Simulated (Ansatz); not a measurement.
Program: Ansatz. Geometries: PBE0-D4/def2-TZVP. ΔE: electronic, gas phase. CCSD(T)/CBS is the MP2 limit (def2-TZVPP, def2-QZVPP) plus CCSD(T) − MP2 in def2-TZVPP, frozen cores. This one scheme is used for every species. DFT in def2-TZVPP. B3LYP here is the variant with VWN-RPA as its local correlation; programs differ in this. For Ge outer-core shells are correlated without core-valence functions, which leaves a few kJ/mol of doubt a bond. Scalar relativity is left out up to krypton. One conformer a species, not always the lowest.

Consider the ligand exchange at a Ge–F bond: `[F][Ge]([O][SiH3])([O][SiH3])[O][SiH3]` + silanol → `[SiH3][O][Ge]([O][SiH3])([O][SiH3])[O][SiH3]` + H–F.

| level | ΔE (kJ/mol) |
| --- | --- |
| PBE0-D4 | 6.4 |
| ωB97M-V | 10.8 |
| B2PLYP | 16.2 |
| B3LYP | 24.4 |
| LC-ωPBE | 18.7 |
| SCS-MP2/def2-TZVPP | 6.6 |
| CCSD/def2-TZVPP | 6.0 |
| SCS-MP2/def2-QZVPP | 6.0 |

(1) What does CCSD(T)/CBS give? (Estimate.)

Largest T1 diagnostic among the species: 0.012.

Answers

(1) The calculation gave: +1.5 kJ/mol. The listed levels differ from it by 4.9, 9.3, 14.7, 22.9, 17.2, 5.1, 4.5, 4.5 kJ/mol.

The D4 term adds −18.5 kJ/mol with B3LYP and −11.2 kJ/mol with PBE0; it sums over pairs of atoms, weighted by their polarisabilities, and B3LYP, whose exchange is more repulsive, gets the larger term. From PBE to PBE0 (25 % exact exchange), in def2-TZVPP and without D4, ΔE moves by −4.5 kJ/mol. Leaving LDA and LC-ωPBE aside and taking each functional with its dispersion term where it has one, the values, not all of them listed here, spread over 12.9 kJ/mol, from BHLYP-D4 to B2PLYP. LDA lies −9.9 kJ/mol from PBE without D4.

CCSD(T)/CBS has its own doubt, a few kJ/mol and more with outer-core shells, so smaller differences from it don't rank the levels.
